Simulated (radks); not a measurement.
Minus the highest occupied eigenvalue as an estimate of the ionisation energy, Ce40+ to Ce57+. The LB94 potential has the -1/r tail that LDA and GGA lack but no energy functional. All-electron calculation, scalar-relativistic Kohn-Sham, LB94 model potential, spin-polarised, spherical densities, finite nucleus; open shells are filled with parallel spins first (spin-orbit coupling, left out, can overturn this in heavy ions); Fermi nuclear charge, rms radius 4.8771 fm. Program: a radial shooting solver on a logarithmic mesh with Libxc functionals.

species  configuration     HOMO  -e(HOMO) (eV)  <r> (bohr)  IE, NIST (eV)    kind
Ce40+             [Ar]       3p         3116.8       0.250           3087  theory
Ce41+     [Ne] 3s2 3p5  3p down         3208.1       0.249           3176  theory
Ce42+     [Ne] 3s2 3p4  3p down         3299.9       0.247           3274  theory
Ce43+     [Ne] 3s2 3p3    3p up         3406.8       0.245           3366  theory
Ce44+     [Ne] 3s2 3p2    3p up         3500.8       0.244           3570  theory
Ce45+     [Ne] 3s2 3p1    3p up         3595.3       0.242           3672  theory
Ce46+         [Ne] 3s2       3s         3882.9       0.248           3865  theory
Ce47+         [Ne] 3s1    3s up         3980.4       0.247           3963  theory
Ce48+             [Ne]       2p         9132.2      0.0903           9020  theory
Ce49+     [He] 2s2 2p5  2p down         9383.3      0.0896           9269  theory
Ce50+     [He] 2s2 2p4  2p down         9633.2      0.0889           9545  theory
Ce51+     [He] 2s2 2p3    2p up         9947.4      0.0882           9803  theory
Ce52+     [He] 2s2 2p2    2p up        10207.8      0.0875          10542  theory
Ce53+     [He] 2s2 2p1    2p up        10466.9      0.0868          10840  theory
Ce54+         [He] 2s2       2s        11220.9      0.0998          11210  theory
Ce55+         [He] 2s1    2s up        11466.8      0.0993        11459.9  theory
Ce56+             [He]       1s          46835      0.0244        46840.3  theory
Ce57+              1s1    1s up          47885      0.0243        47965.9  theory

Reference values: NIST Atomic Spectra Database (exp. = measured, semi-emp. = semi-empirical, theory = theoretical value adopted there). Open shells are spherical and high-spin; term and fine-structure splittings are not resolved. Spin-orbit splitting is averaged out at the scalar-relativistic level.
